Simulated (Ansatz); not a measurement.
A nudged elastic band was laid between two geometries of F2GeH2S (6 atoms, charge 0, multiplicity 1).

Level of theory: RHF/def2-SVP in Ansatz 0.2.0.

- movable images: 7
- climbing image: yes
- spring: 20.0 eV/Å²
- optimiser: quadratic models (default)
- start path: through a guess of the saddle point
- force threshold: 0.05 eV/Å
- iteration limit: 60
- end points: relaxed

First end point:

```xyz
6
Properties=species:S:1:pos:R:3
F 1.718 -0.055 -0.562
Ge 0.175 -0.519 0.011
F -0.667 -0.870 -1.435
S -0.779 1.149 1.058
H 0.294 -1.768 0.854
H -0.699 1.998 0.028
```

Last end point:

```xyz
6
Properties=species:S:1:pos:R:3
F 1.670 -0.042 -0.731
Ge 0.112 -0.463 -0.167
F -0.626 -1.289 -1.465
S -1.092 1.339 0.166
H 0.295 -1.412 0.998
H -0.317 1.803 1.153
```

Q: Which bonds break or form, and what moves?

A: No bond is made or broken. The dihedral F3–Ge2–S4–H6 goes from -56 to -178°.

Q: Give the energies along the band, and the barrier.

A: It converged. The highest image is number 6 of 0 to 8, 1.1 kcal/mol above the first end and 0.1 kcal/mol above the last; the last end lies 1.0 kcal/mol above the first. The top lies less than 8 meV above the higher end, about what the thresholds resolve: that end is a shoulder or a very shallow well. Another band between the same ends (7 images) ends at a top of the same energy, where a vibrational analysis finds 1 clearly imaginary mode.

```tsv
image	path coordinate (Å)	energy (kcal/mol)	dihedral F3–Ge2–S4–H6 (°)
0	0.00	0.0	-56
1	0.25	0.1	-70
2	0.50	0.2	-85
3	0.75	0.5	-100
4	1.00	0.8	-116
5	1.25	1.0	-131
6	1.50	1.1	-147
7	1.76	1.0	-163
8	2.03	1.0	-178
```

Q: What is the geometry of the highest image?

A: 
```xyz
6
Properties=species:S:1:pos:R:3
F 1.586 0.088 -0.661
Ge 0.077 -0.503 -0.114
F -0.642 -1.276 -1.456
S -1.178 1.219 0.416
H 0.343 -1.551 0.944
H -0.143 1.960 0.825
```

Time of the run: 80 s on 1 thread of Arm Neoverse V2 (shared host), peak memory 0.18 GiB.
